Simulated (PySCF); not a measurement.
C2H7BO3Si, SMILES CC(=O)[SiH2]B(O)O (GFN2-xTB optimised geometry):

```
14

C      2.462     1.179    -0.381
C      1.027     0.797    -0.171
O      0.148     1.639    -0.097
Si     0.545    -1.077     0.000
B     -1.433    -1.077     0.000
O     -2.163     0.062     0.000
O     -2.094    -2.258     0.004
H      2.815     0.709    -1.296
H      2.586     2.258    -0.443
H      3.051     0.780     0.440
H      1.250    -1.483     1.229
H      1.289    -1.742    -1.083
H     -1.649     0.881    -0.010
H     -3.051    -2.179     0.007
```

Calculation: B3LYP/def2-TZVP (PySCF).

Q: What are the frontier orbital energies and the dipole moment?

A: HOMO-2 -9.03 eV, HOMO-1 -8.47 eV, HOMO -6.82 eV, LUMO -1.58 eV, LUMO+1 -0.40 eV; dipole moment 1.50 D.

Meta-Löwdin charges at B3LYP/def2-TZVP: C1 -0.37, C2 0.21, O3 -0.42, Si4 0.41, B5 0.27, O6 -0.52, O7 -0.51, H8 0.14, H9 0.13, H10 0.14, H11 -0.08, H12 -0.09, H13 0.36, H14 0.35.
